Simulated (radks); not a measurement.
Values are calculated unless marked as measured or tabulated.
Q: Successive ionisation energies (eV) of one element, from differences of total energies of ions in their ground configurations, starting at charge 0: 6.896, 15.985, 30.777, 48.405, 68.442, 90.592, 160.59, 186.00, 212.30, 239.40, 268.87, 297.47. Code: a radial shooting solver on a logarithmic mesh with Libxc functionals. Model: Dirac Kohn-Sham, PBE, spin-unpolarised, spherical densities, point nucleus; open shells fill j = l - 1/2 first. Which element is it?

A: Chromium (Z = 24). The first species listed is Cr in [Ar] 3d5 4s1, the last Cr11+ in [Ne] 3s2 3p1.
